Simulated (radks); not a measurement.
The numbers below are computed, except where a source is named.
Question: The mean radii <r> (bohr) of the occupied orbitals of an atom or ion are listed with their occupations. Code: a radial shooting solver on a logarithmic mesh with Libxc functionals. Model: non-relativistic Kohn-Sham, TPSS, spin-polarised, spherical densities, point nucleus; meta-GGA in the generalised Kohn-Sham scheme.

| orbital | occ. | <r> |
|---|---|---|
| 1s up | 1 | 0.01992 |
| 1s down | 1 | 0.01992 |
| 2s up | 1 | 0.08405 |
| 2s down | 1 | 0.08405 |
| 2p up | 3 | 0.07109 |
| 2p down | 3 | 0.07109 |
| 3s up | 1 | 0.2128 |
| 3s down | 1 | 0.2128 |
| 3p up | 3 | 0.2031 |
| 3p down | 3 | 0.2031 |
| 3d up | 5 | 0.1778 |
| 3d down | 5 | 0.1778 |
| 4s up | 1 | 0.4718 |
| 4s down | 1 | 0.4716 |
| 4p up | 3 | 0.4774 |
| 4p down | 3 | 0.4772 |
| 4d up | 5 | 0.4892 |
| 4d down | 5 | 0.4887 |
| 4f up | 7 | 0.5247 |
| 4f down | 7 | 0.5220 |
| 5s up | 1 | 1.013 |
| 5s down | 1 | 1.012 |
| 5p up | 2 | 1.067 |

Name the element and its charge. Open shells, if any, are filled with parallel spins first.

Answer: Z = 76, osmium, charge +12: Os12+ in [Kr] 4d10 4f14 5s2 5p2. The 1s radius gives Z: for a bare nucleus <r> = 1.5/Z, 0.01974 bohr for Z = 76, and screening makes it slightly larger (0.01992 here). The occupations add up to 64, and the charge is Z minus that.
